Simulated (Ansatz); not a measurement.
Basis-set extrapolation for C3H7BOSi, SMILES `CC#CB(O)[SiH3]` (PBE0-D4/def2-TZVP geometry, frozen core, Ansatz 0.2.0). Multiplicity 1, RHF reference.

|  | def2-TZVPP | def2-QZVPP |
| --- | --- | --- |
| HF | -506.256557 | -506.275006 |
| MP2 correlation | -0.930675 | -0.995343 |
| CCSD(T) correlation | -1.020724 | not run |

Energies in hartree. Use E(X) = E(∞) + A·exp(−7.88·√X) for Hartree–Fock and E(X) = E(∞) + B·X^(−2.97) for correlation, with X = 3 and 4, and add CCSD(T) minus MP2 of the smaller set to the MP2 limit.

Task: What is the CCSD(T) energy at the basis-set limit?

Result: HF limit: -506.275006 + (-0.018449) × 0.13774 = -506.27755. MP2 limit: -0.995343 + (-0.064668) × 0.74074 = -1.04325. Higher-order term: -1.020724 − (-0.930675) = -0.09005. Total: -507.41085 hartree, 350.7 kJ/mol below CCSD(T)/def2-TZVPP.
